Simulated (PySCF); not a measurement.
C4H2FNOS.
Bonds: O1–C2 (double), C2–C3, C3–S4 (aromatic), S4–N5 (aromatic), N5–C6 (aromatic), C6–C7 (aromatic), C7–F8, C3–C7 (aromatic). Hydrogens: H9 on C2; H10 on C6.

The calculation used core-valence-separated Tamm–Dancoff BHandHLYP/aug-pcX-1 (pcseg-1 on H, def2-SVPD on S) in PySCF, non-relativistic, gas phase, PBE0-D3(BJ)/def2-SVP geometry.

Computed carbon K-edge spectrum, Gaussian lines of 0.5 eV full width, highest printed point 100; it ends one width below the last computed root. Absolute energies from this functional tend to lie a few eV below measured edges; no shift was applied.

photon energy (eV), absorption and a bar:
```
    282.5          0 
    282.6          1 
    282.7          2 #
    282.8          8 ##
    282.9         19 ######
    283.0         38 ###########
    283.1         63 ###################
    283.2         87 ##########################
    283.3        100 ##############################
    283.4         98 ##############################
    283.5         84 #########################
    283.6         62 ###################
    283.7         40 ############
    283.8         22 #######
    283.9         10 ###
    284.0          4 #
    284.1          1 
    284.2          1 
    284.3          1 
    284.4          4 #
    284.5         11 ###
    284.6         21 ######
    284.7         34 ##########
    284.8         44 #############
    284.9         45 #############
    285.0         37 ###########
    285.1         24 #######
    285.2         13 ####
    285.3          5 ##
    285.4          2 #
    285.5          1 
    285.6          2 #
    285.7          5 ##
    285.8         11 ###
    285.9         20 ######
    286.0         30 #########
    286.1         39 ############
    286.2         44 #############
    286.3         43 #############
    286.4         37 ###########
    286.5         28 ########
    286.6         19 ######
    286.7         11 ###
    286.8          5 #
    286.9          2 #
    287.0          1 
    287.1          2 #
    287.2          5 #
    287.3          9 ###
    287.4         16 #####
    287.5         23 #######
    287.6         30 #########
    287.7         39 ############
    287.8         49 ###############
    287.9         56 #################
    288.0         58 #################
    288.1         51 ###############
    288.2         40 ############
    288.3         29 #########
    288.4         22 #######
    288.5         20 ######
    288.6         20 ######
```

Problem. Where are the maxima, and which lines make them up?

Solution. 4 maxima:
- 283.3 eV: C2 (aldehyde carbon), 283.29 eV, f = 0.083, 1s→π*, 61 % of the height at the exact maximum; C6 (aromatic CH next to a ring nitrogen), 283.54 eV, f = 0.051, 1s→π*, 25 % of the height at the exact maximum; C3 (substituted aromatic carbon), 283.20 eV, f = 0.024, 1s→π*, 14 % of the height at the exact maximum
- 284.9 eV: C7 (aromatic C–F carbon), 284.86 eV, f = 0.060, 1s→π*, 100 % of the height at the exact maximum
- 286.2 eV: C3 (substituted aromatic carbon), 286.21 eV, f = 0.033, 57 % of the height at the exact maximum; C3 (substituted aromatic carbon), 286.45 eV, f = 0.024, 25 % of the height at the exact maximum; C6 (aromatic CH next to a ring nitrogen), 286.03 eV, f = 0.017, 18 % of the height at the exact maximum
- 288.0 eV: C7 (aromatic C–F carbon), 287.98 eV, f = 0.035, 46 % of the height at the exact maximum; C3 (substituted aromatic carbon), 287.92 eV, f = 0.018, sum of 2, 22 % of the height at the exact maximum; C7 (aromatic C–F carbon), 288.04 eV, f = 0.014, 17 % of the height at the exact maximum

Further lines of some strength in the range: C6, 287.52 eV, f = 0.015; C6, 287.66 eV, f = 0.011; C2, 288.45 eV, f = 0.012.

Roots within 0.03 eV on the same or equivalent atoms count as one line; shares under 12 % aren't listed.

Vibrational structure and lifetime widths aren't in the curve. The ionisation threshold wasn't computed; near and above it a finite basis only mimics Rydberg series and continuum.

Rough CPU time on one thread of a shared machine: about 60 s.

The values belong to the conformer `[O:1]=[CH:2][c:3]1[s:4][n:5][cH:6][c:7]1[F:8]`: O1–C2–C3–S4 -1°.
